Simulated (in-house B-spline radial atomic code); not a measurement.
Values are calculated unless marked as measured or tabulated.
Making a Troullier-Martins d channel for Fe, r_c = 1.59 bohr

Fe, [Ar] 3d6 4s2, non-relativistic LDA (VWN5), spherical and spin-unpolarised, from an all-electron radial atomic-structure program (B-spline basis) (atomic units). The all-electron 3d level is ε = -0.295049 hartree and its outer maximum at 0.71 bohr.

Inside r_c the pseudo-orbital is u(r) = r^3 exp(p(r)), with p = c0 + c2 r² + c4 r⁴ + … + c12 r¹². The seven coefficients follow from p and its first four derivatives at r_c, from zero curvature of the screened potential at the origin, c4 = −c2²/(2l + 5), and from the norm inside r_c. At r_c the all-electron orbital has P = 0.5524858, P' = -0.4321891, the screened potential V = -1.227542, V' = 1.79169, V'' = -3.877353, and the norm inside is Q = 0.8080828.

(1) What are p, p' and p'' at r_c?

For a trial c2 the five matching conditions are linear in c0, c6, c8, c10 and c12, and c2 is varied until the norm inside r_c equals Q. The root nearest zero gives:

```csv
n,c_n
0,2.388378
2,-2.571563
4,-0.7347707
6,1.335135
8,-0.6277205
10,0.1330426
12,-0.01090183
```

(2) Check c4 and p(r_c), and find the screened pseudopotential at the origin.

Orbitals and screened potentials:

```
r (bohr)       P        u  V all-electron  V pseudo
   0.159  0.1861  0.04102          -100.0    -18.26
   0.398  0.7108    0.451          -24.03    -17.08
   0.636  0.9158   0.9448          -9.903    -12.62
   0.875  0.8898    1.005          -4.933    -6.258
   1.113  0.7832   0.8228          -2.828    -2.178
   1.352  0.6628   0.6652          -1.793     -1.34
    1.59  0.5525   0.5525          -1.228    -1.228
```

Logarithmic derivatives P'/P at R = 1.89 bohr, for energies E around ε:

```tsv
E − ε (hartree)	all-electron	pseudo
-0.5	0.937284	0.959414
-0.25	0.437282	0.451368
-0.1	-0.117245	-0.112316
0	-0.798993	-0.798991
0.1	-2.29452	-2.26626
0.25	-134.408	-45.0898
0.5	3.41296	3.80039
```

(3) With P(R) = 0.4355617 and a norm of 0.8810175 inside R, what slope in energy does norm conservation fix?

Answers

(1) p = ln(P/r_c^3) = ln(0.5524858/4.01968) = -1.98453. p' = P'/P − 3/r_c = -0.78226 − 1.88679 = -2.66906. The radial equation gives p'' = 2(V − ε) − 2(3) p'/r_c − p'² = -1.86499 − (-10.07191) − 7.12385 = 1.08307. Differentiating, p''' = 2V' + 2(3)p'/r_c² − 2(3)p''/r_c − 2p'p'' = -1.0567, and p'''' = 2V'' − 4(3)p'/r_c³ + 4(3)p''/r_c² − 2(3)p'''/r_c − 2p''² − 2p'p''' = 1.3549.

(2) −c2²/9 = -0.734771, as listed. The terms c_n r_c^n are 2.38838, -6.50117, -4.69613, 21.57287, -25.64149, 13.73922, -2.84620, which sum to -1.98453. Inverting the radial equation, V_l(r) = ε + 3 p'/r + (p'' + p'²)/2, so V_l(0) = ε + (2l + 3) c2 = -0.295049 + 7 × (-2.57156) = -18.2960 hartree, finite where the all-electron potential diverges.

(3) d(P'/P)/dE = −2 × (norm inside R)/P(R)² = -9.2878 per hartree·bohr at E = ε, for both atoms, since orbital and norm agree at R. Differences over ±0.1 hartree give -10.8864 (all-electron) and -10.7697 (pseudo), which also hold third-order terms. Half a hartree below ε the two curves differ by +0.0221.
